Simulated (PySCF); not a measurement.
PySCF job for B₂F₄, SMILES FB(F)B(F)F (connectivity only; charge and spin as stated), charge -1, multiplicity 2, PBE-D3(BJ)/def2-SVPD. Geometry: PBE-D3(BJ)/def2-SVPD. The multiplicity is an assumed one; other spin states were not compared. The values are those of a single conformer.

```python
import numpy as np
from pyscf import gto, scf, dft, df
from pyscf.hessian import thermo

mol = gto.M(
    atom='''
    F     0.00000000    1.15203632   -1.61789650
    B     0.00000000    0.00000000   -0.81846407
    F     0.00000000   -1.15203632   -1.61789650
    B     0.00000000    0.00000000    0.81846407
    F     0.00000000    1.15203632    1.61789650
    F     0.00000000   -1.15203632    1.61789650
    ''',
    basis='def2-SVPD',
    charge=-1,
    spin=1,
    max_memory=1600,
    verbose=3,
)
mf = dft.UKS(mol, xc='pbe').density_fit(auxbasis='def2-universal-jkfit')
mf.disp = 'd3bj'
mf.grids.level = 3
mf.conv_tol = 1e-11
mf.max_cycle = 100
mf.kernel()
fine, coarse = mf.grids, dft.Grids(mol).set(level=1).build(with_non0tab=True)
for _ in range(3):  # follow internal instabilities
    mf.grids = coarse
    mo, _, stable, _ = mf.stability(return_status=True, nroots=4)
    mf.grids = fine
    if stable:
        break
    mf.kernel(mf.make_rdm1(mo, mf.mo_occ))

# [left out here: the lines that compute and print the analytic Hessian (its translational invariance restored by hand, since the grid's response is missing), thermochemistry and intensities]
```

Output:

```

WARN: HOMO -0.160996315098653 >= LUMO -0.160996315098654

converged SCF energy = -448.565690562928  <S^2> = 0.75225209  2S+1 = 2.0022508
<class 'pyscf.df.df_jk.DFUKS'> wavefunction is stable in the internal stability analysis

WARN: DFTD3 does not support analytical Hessian, using finite difference


WARN: Mole.unit (angstrom) is changed to Bohr

Mode                                 0                   1                   2
Irrep
Freq [cm^-1]                      111.5748            136.9847            310.1796
Reduced mass [au]                  18.9984             17.9509             18.7603
Force const [Dyne/A]                0.1393              0.1985              1.0634
Char temp [K]                     160.5313            197.0905            446.2794
Normal mode                   x     y     z       x     y     z       x     y     z
       0   F                -0.11 -0.00 -0.00    0.00 -0.02 -0.11    0.00  0.04  0.10
       1   B                 0.00  0.00 -0.00    0.00  0.06 -0.00   -0.00  0.00  0.03
       2   F                 0.11 -0.00  0.00   -0.00 -0.02  0.11    0.00 -0.04  0.10
       3   B                 0.00  0.00  0.00    0.00  0.06 -0.00   -0.00 -0.00 -0.03
       4   F                 0.11  0.00  0.00   -0.00 -0.02  0.11    0.00  0.04 -0.10
       5   F                -0.11 -0.00 -0.00    0.00 -0.02 -0.11    0.00 -0.04 -0.10
Mode                                 3                   4                   5
Irrep
Freq [cm^-1]                      324.2869            378.6707            402.6470
Reduced mass [au]                  11.9508             16.8771             11.1357
Force const [Dyne/A]                0.7405              1.4258              1.0637
Char temp [K]                     466.5766            544.8228            579.3194
Normal mode                   x     y     z       x     y     z       x     y     z
       0   F                 0.05 -0.00 -0.00    0.00 -0.05  0.09    0.03 -0.00  0.00
       1   B                -0.19  0.00 -0.00    0.00 -0.09 -0.00   -0.21 -0.00 -0.00
       2   F                 0.05  0.00 -0.00   -0.00 -0.05 -0.09    0.03 -0.00 -0.00
       3   B                -0.19 -0.00  0.00   -0.00  0.09 -0.00    0.21  0.00 -0.00
       4   F                 0.05 -0.00  0.00   -0.00  0.05  0.09   -0.03 -0.00  0.00
       5   F                 0.05  0.00  0.00    0.00  0.05 -0.09   -0.03  0.00 -0.00
Mode                                 6                   7                   8
Irrep
Freq [cm^-1]                      461.7798            602.8015            957.1721
Reduced mass [au]                  17.1505             17.9985             12.8197
Force const [Dyne/A]                2.1548              3.8533              6.9200
Char temp [K]                     664.3983            867.2972           1377.1575
Normal mode                   x     y     z       x     y     z       x     y     z
       0   F                -0.00  0.10  0.02   -0.00 -0.10  0.04   -0.00  0.05 -0.05
       1   B                 0.00  0.00 -0.08    0.00 -0.00  0.06    0.00 -0.00  0.17
       2   F                 0.00 -0.10  0.02    0.00  0.10  0.04    0.00 -0.05 -0.05
       3   B                -0.00 -0.00 -0.08   -0.00 -0.00 -0.06   -0.00 -0.00  0.17
       4   F                 0.00 -0.10  0.02    0.00 -0.10 -0.04    0.00 -0.05 -0.05
       5   F                 0.00  0.10  0.02   -0.00  0.10 -0.04   -0.00  0.05 -0.05
Mode                                 9                  10                  11
Irrep
Freq [cm^-1]                     1062.1512           1063.9160           1348.3763
Reduced mass [au]                  12.4062             11.8972             11.2467
Force const [Dyne/A]                8.2464              7.9343             12.0475
Char temp [K]                    1528.1991           1530.7383           1940.0133
Normal mode                   x     y     z       x     y     z       x     y     z
       0   F                -0.00 -0.05  0.04   -0.00  0.05 -0.03    0.00  0.02 -0.03
       1   B                 0.00  0.18  0.00    0.00 -0.19 -0.00    0.00  0.00  0.21
       2   F                 0.00 -0.05 -0.04    0.00  0.05  0.03   -0.00 -0.02 -0.03
       3   B                -0.00  0.18  0.00   -0.00  0.19 -0.00   -0.00  0.00 -0.21
       4   F                 0.00 -0.05 -0.04    0.00 -0.05 -0.03   -0.00  0.02  0.03
       5   F                -0.00 -0.05  0.04   -0.00 -0.05  0.03    0.00 -0.02  0.03
temperature 298.1500 [K]
pressure 101325.00 [Pa]
Rotational constants [GHz] 5.01081 2.36819 1.60815
Symmetry number 4
Zero-point energy (ZPE) 0.01631 [Eh]   42829.544 [J/mol]
                           tot       elec      trans        rot        vib
Entropy [J/mol/K]       325.140      5.763    165.879    102.377     51.121
Cv [J/mol/K]             82.084      0.000     12.472     12.472     57.141
Cp [J/mol/K]             90.399      0.000     20.786     12.472     57.141
Internal energy [J/mol]                      3718.434   3718.434  51591.714
Internal energy [Eh]   -448.54321  -448.56569
Enthalpy [J/mol]                             6197.391   3718.434  51591.714
Enthalpy [Eh]          -448.54226
Gibbs free energy [J/mol]                  -43259.387 -26805.272  36349.894
Gibbs free energy [Eh] -448.57919
mode   freq/cm-1   IR/(km/mol)
   1      111.57         0.000
   2      136.98         0.244
   3      310.18         0.000
   4      324.29         1.972
   5      378.67         0.000
   6      402.65         0.000
   7      461.78         1.868
   8      602.80         0.000
   9      957.17       491.340
  10     1062.15       509.511
  11     1063.92         0.000
  12     1348.38         0.000
max |gradient| / (hartree/bohr): 0.00040591586002767675
APT charges: [-0.6414  0.7828 -0.6414  0.7828 -0.6414 -0.6414]
```

The calculation finished and met its thresholds.

Cost: very roughly 2.5 core-minutes.
